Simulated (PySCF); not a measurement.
Computed with PBE-D3(BJ)/def2-TZVP // B3LYP-D3(BJ)/def2-SVP in PySCF. Isolated molecules, 0 K electronic values unless said otherwise. One relaxed conformer stands for a flexible species; it need not be the lowest. Excitations are Tamm–Dancoff values on a coarser integration grid. The basis has no diffuse functions, so Rydberg states are missing or too high.

Reference species (SMILES): `c12c(nc(B)cc2)cccc1` (neutral, multiplicity 1).

```yaml
brightest of the four lowest singlets (TDA): 4.02 eV
T1 excitation (TDA): 2.23 eV
S1 oscillator strength: 0.001
LUMO: -3.36 eV
```

Changed species: `Bc1ccnc2ccccc12`.

### Question
Predict the effect on the brightest of the four lowest singlets (TDA), T1 excitation (TDA), S1 oscillator strength and LUMO.

### Answer
the brightest of the four lowest singlets (TDA) drops by 0.46 eV, to 3.56 eV; the T1 excitation (TDA) increases by 0.08 eV, to 2.31 eV; the S1 oscillator strength hardly moves; the LUMO decreases by 0.18 eV, to -3.54 eV.
